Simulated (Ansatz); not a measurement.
Several settings on one geometry of Si(OH)2Cl2 (SiCl₂O₂H₂) (that of the charge 0 singlet, r2SCAN-D4/def2-SVP). Ansatz on 4 threads of Intel Xeon on a shared host; times are rough.

```xyz
7

Si   -0.088    0.002   -0.062
O    -0.033    0.056    1.570
H    -0.809   -0.258    2.050
O     1.462   -0.088   -0.570
H     1.657    0.239   -1.456
Cl   -0.987    1.673   -0.866
Cl   -1.202   -1.623   -0.666
```

Totals from different functionals, basis sets or treatments of relativity can't be compared as stabilities.

B3LYP takes the VWN-RPA correlation.

The spins typed aren't always the lowest for that charge.

(1) Give the basis size and estimate the energy, ⟨S²⟩, dipole and time of these runs.

| run | method | charge | state | further keys |
| --- | --- | --- | --- | --- |
| 1 | RKS B97M-V/6-31G | 0 | singlet | scf: {omitted_lower_state_checks: [starts]}; forces asked |
| 2 | UKS B3LYP-D4/def2-mTZVPP | -1 | doublet | – |
| 3 | RKS SVWN5/STO-3G | 0 | singlet | accuracy: high; scf: {omitted_lower_state_checks: [starts]}; forces asked |

Answers

(1) 
```json
{"run": "1", "functions": "61", "energy (Eh)": "-1361.1543", "⟨S²⟩": "–", "dipole (D)": "0.63", "wall time": "7 s"}
{"run": "2", "functions": "139", "energy (Eh)": "-1361.8364", "⟨S²⟩": "0.75", "dipole (D)": "–", "wall time": "22 s"}
{"run": "3", "functions": "39", "energy (Eh)": "-1340.8591", "⟨S²⟩": "–", "dipole (D)": "1.67", "wall time": "4.2 s"}
```

The highest occupied level of an anion often lies above zero with these methods, and sets without diffuse functions describe the outer electron poorly.
